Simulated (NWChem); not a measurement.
System: SiNH4, doublet; SMILES [NH][SiH3]

Input file for NWChem:

```
start job
memory heap 200 mb stack 700 mb global 900 mb
geometry units angstroms noautoz
  N      0.084627    -1.241535     0.225293
  Si    -0.015909     0.511934     0.041629
  H      0.667111    -1.654251    -0.516333
  H     -0.854156     1.084133     1.129968
  H     -0.624914     0.856538    -1.285007
  H      1.354039     1.119603     0.100754
end
basis spherical
  * library def2-svp
end
dft
  odft
  mult 2
  xc xtpss03 ctpss03
  iterations 150
  mulliken
end
task dft energy
```

Coordinates come from a PBE0/def2-SVP, spin-unrestricted optimisation. No stability test was run on the SCF state.

Q: Give the results of this calculation. (TPSS/def2-SVP, spin-unrestricted.) Quantities: basis functions; energy (Ha); highest occupied level (eV); lowest empty minus highest occupied level, either spin (eV); dipole (D); <S²>.

A: 
```yaml
number_of_basis_functions: 52
energy (Ha): -346.48
highest occupied level (eV): -6.43
lowest empty minus highest occupied level, either spin (eV): 2.11
dipole (D): 1.41
"<S²>": 0.753
```
